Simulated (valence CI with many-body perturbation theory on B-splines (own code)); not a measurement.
Forbidden lines of W23+

Method: relativistic CI+MBPT: five valence electrons over a frozen Dirac-Fock core [Kr] 4d10, a basis of 7 s, 7 p, 7 d, 7 f, 4 g, 2 h functions for each j, with the one-electron correlation potential Σ1, the two-electron term Σ2, the three-electron term Σ3, Breit, model QED; selected CI, second order for the rest, scaled by the run's own slope (own B-spline code, finite nucleus).

No measured spectrum was set against this ion. As an estimate, terms of the open shell hold to a few per cent of their energy, and close levels can change places. Among the levels kept, up to 1000 cm⁻¹ of a level comes from second order outside the variational space, and about a tenth of that is noise between levels of different J, which matters for small intervals. Only levels of the ground parity were solved; by the run's estimate the other parity begins above the list, which can be wrong where configurations are misplaced.

Lines 1 to 50 of 120 in falling wavelength, among levels below 35.758 eV, chosen from the decays that carry over 1 % of a level's rate. Wavelengths and rates use the calculated energies, so an error of 2000 cm⁻¹ moves a line at 1719 nm by 34 % and its rate by three times that or more. S is in atomic units (e²a₀⁴ for E2 and M2, e²a₀⁶ for E3), for M1 in squared Bohr magnetons. Weak lines are less certain than strong ones. Lines between different terms over intervals too small for the method are left out, as are lines whose strength nearly cancels. Where a level lies close to another of its J and parity, the split of strength between their lines is uncertain. Intervals below about 2000 cm⁻¹, as at the head of this list, are uncertain by tens of per cent.

Names give the largest LS component (configuration and term), which can be under half, so a name can repeat, a term be missing and a line seem to break the LS rules; names also repeat where a configuration has a term twice. Letters in brackets count levels of one name in rising energy.

| λ vac (nm) | Upper | Lower | Type | A (s⁻¹) | S (a.u.) |
| --- | --- | --- | --- | --- | --- |
| 13340 | 4f⁵ ⁶F°_1/2 | 4f⁵ ⁶F°_3/2 | M1 | 5.72e-02 | 1.01e+01 |
| 2214 | 4f⁵ ⁶H°_15/2 | 4f⁵ ⁶H°_13/2 | M1 | 3.19e+00 | 2.05e+01 |
| 2112 | 4f⁵ ⁴M°_21/2 | 4f⁵ ⁴M°_19/2 | M1 | 2.23e+00 | 1.71e+01 |
| 1719 | 4f⁵ ⁴H°_11/2 [a] | 4f⁵ ⁴G°_9/2 [a] | M1 | 4.45e+00 | 1.01e+01 |
| 1521 | 4f⁵ ⁶H°_13/2 | 4f⁵ ⁶H°_11/2 | M1 | 1.96e+01 | 3.58e+01 |
| 1449 | 4f⁵ ⁴F°_3/2 [a] | 4f⁵ ⁶F°_5/2 [b] | M1 | 7.55e+00 | 3.41e+00 |
| 1445 | 4f⁵ ⁴L°_13/2 [a] | 4f⁵ ⁴M°_15/2 | M1 | 2.92e+00 | 4.58e+00 |
| 1292 | 4f⁵ ⁶H°_11/2 | 4f⁵ ⁶H°_9/2 | M1 | 4.19e+01 | 4.02e+01 |
| 1231 | 4f⁵ ⁶F°_11/2 | 4f⁵ ⁶F°_9/2 | M1 | 1.65e+01 | 1.37e+01 |
| 1181 | 4f⁵ ⁶F°_7/2 | 4f⁵ ⁶F°_5/2 [a] | M1 | 3.77e+01 | 1.84e+01 |
| 1164 | 4f⁵ ⁶F°_9/2 | 4f⁵ ⁶F°_7/2 | M1 | 3.35e+01 | 1.96e+01 |
| 1120 | 4f⁵ ⁶H°_9/2 | 4f⁵ ⁶H°_7/2 | M1 | 6.76e+01 | 3.52e+01 |
| 1115 | 4f⁵ ⁴M°_19/2 | 4f⁵ ⁴M°_17/2 | M1 | 2.42e+01 | 2.48e+01 |
| 1058 | 4f⁵ ⁶P°_3/2 | 4f⁵ ⁴P°_5/2 [a] | M1 | 2.12e+01 | 3.72e+00 |
| 1021 | 4f⁵ ⁶H°_7/2 | 4f⁵ ⁶H°_5/2 | M1 | 6.88e+01 | 2.17e+01 |
| 896.6 | 4f⁵ ⁴G°_9/2 [a] | 4f⁵ ⁴G°_7/2 [a] | M1 | 4.39e+01 | 1.17e+01 |
| 815.9 | 4f⁵ ⁴F°_5/2 [a] | 4f⁵ ⁴P°_5/2 [a] | M1 | 1.22e+01 | 1.47e+00 |
| 804.4 | 4f⁵ ⁴L°_15/2 | 4f⁵ ⁴M°_17/2 | M1 | 1.72e+01 | 5.30e+00 |
| 767.5 | 4f⁵ ⁶F°_7/2 | 4f⁵ ⁶H°_9/2 | M1 | 3.51e+00 | 4.71e-01 |
| 767.4 | 4f⁵ ⁴M°_15/2 | 4f⁵ ⁶H°_15/2 | M1 | 5.87e+01 | 1.57e+01 |
| 745.2 | 4f⁵ ⁴M°_17/2 | 4f⁵ ⁴M°_15/2 | M1 | 6.73e+01 | 1.86e+01 |
| 741.4 | 4f⁵ ⁶F°_5/2 [a] | 4f⁵ ⁶H°_7/2 | M1 | 4.14e+00 | 3.75e-01 |
| 727.7 | 4f⁵ ⁴K°_15/2 [a] | 4f⁵ ⁴L°_13/2 [a] | M1 | 7.64e+01 | 1.74e+01 |
| 720.8 | 4f⁵ ⁶F°_9/2 | 4f⁵ ⁶H°_11/2 | M1 | 1.90e+00 | 2.64e-01 |
| 711.1 | 4f⁵ ⁴G°_7/2 [a] | 4f⁵ ⁶F°_5/2 [b] | M1 | 1.01e+02 | 1.07e+01 |
| 702.5 | 4f⁵ ⁴G°_9/2 [a] | 4f⁵ ⁴I°_9/2 [a] | M1 | 6.61e+00 | 8.49e-01 |
| 682.5 | 4f⁵ ⁶F°_5/2 [b] | 4f⁵ ⁶F°_7/2 | M1 | 2.82e+01 | 1.99e+00 |
| 663.9 | 4f⁵ ⁴P°_5/2 [a] | 4f⁵ ⁶F°_5/2 [b] | M1 | 4.75e+01 | 3.09e+00 |
| 650.1 | 4f⁵ ²P°_1/2 [a] | 4f⁵ ⁴F°_3/2 [a] | M1 | 7.28e+00 | 1.48e-01 |
| 648.4 | 4f⁵ ⁶F°_11/2 | 4f⁵ ⁶H°_13/2 | M1 | 1.00e+00 | 1.22e-01 |
| 569.9 | 4f⁵ ⁴M°_15/2 | 4f⁵ ⁶H°_13/2 | M1 | 2.32e+01 | 2.55e+00 |
| 567.7 | 4f⁵ ⁶P°_3/2 | 4f⁵ ⁴F°_3/2 [a] | M1 | 8.99e+00 | 2.44e-01 |
| 565.9 | 4f⁵ ⁴H°_7/2 [a] | 4f⁵ ⁴G°_7/2 [a] | M1 | 1.16e+01 | 6.24e-01 |
| 537.7 | 4f⁵ ⁴L°_13/2 [b] | 4f⁵ ⁴K°_11/2 | M1 | 1.47e+02 | 1.18e+01 |
| 533.8 | 4f⁵ ²G°_9/2 [a] | 4f⁵ ⁴G°_7/2 [a] | M1 | 7.53e+00 | 4.24e-01 |
| 528.2 | 4f⁵ ⁴L°_15/2 | 4f⁵ ⁴L°_13/2 [a] | M1 | 6.19e+00 | 5.41e-01 |
| 521.7 | 4f⁵ ⁴L°_13/2 [b] | 4f⁵ ⁴L°_13/2 [a] | M1 | 1.09e+02 | 8.05e+00 |
| 516.5 | 4f⁵ ⁴H°_11/2 [a] | 4f⁵ ⁴K°_11/2 | M1 | 1.79e+01 | 1.10e+00 |
| 501.8 | 4f⁵ ⁴H°_11/2 [a] | 4f⁵ ⁴L°_13/2 [a] | M1 | 5.42e+00 | 3.05e-01 |
| 501.2 | 4f⁵ ⁴L°_13/2 [a] | 4f⁵ ⁶H°_15/2 | M1 | 3.11e+00 | 2.03e-01 |
| 498.7 | 4f⁵ ⁴H°_11/2 [a] | 4f⁵ ⁴I°_9/2 [a] | M1 | 2.51e+00 | 1.39e-01 |
| 496.8 | 4f⁵ ⁴G°_7/2 [a] | 4f⁵ ⁶F°_9/2 | M1 | 3.08e+01 | 1.12e+00 |
| 489.7 | 4f⁵ ⁴F°_5/2 [a] | 4f⁵ ⁴F°_3/2 [a] | M1 | 2.53e+02 | 6.62e+00 |
| 484.0 | 4f⁵ ⁴K°_15/2 [a] | 4f⁵ ⁴M°_15/2 | M1 | 1.59e+02 | 1.07e+01 |
| 481.8 | 4f⁵ ⁴H°_7/2 [a] | 4f⁵ ⁴I°_9/2 [a] | M1 | 5.57e+00 | 1.85e-01 |
| 473.4 | 4f⁵ ²G°_9/2 [a] | 4f⁵ ⁴K°_11/2 | M1 | 1.09e+01 | 4.28e-01 |
| 462.6 | 4f⁵ ⁶F°_9/2 | 4f⁵ ⁶H°_9/2 | M1 | 4.96e+00 | 1.82e-01 |
| 458.4 | 4f⁵ ²G°_9/2 [a] | 4f⁵ ⁴I°_9/2 [a] | M1 | 5.98e+01 | 2.14e+00 |
| 455.4 | 4f⁵ ⁶F°_7/2 | 4f⁵ ⁶H°_7/2 | M1 | 2.39e+01 | 6.70e-01 |
| 454.6 | 4f⁵ ⁶F°_11/2 | 4f⁵ ⁶H°_11/2 | M1 | 2.76e-01 | 1.15e-02 |
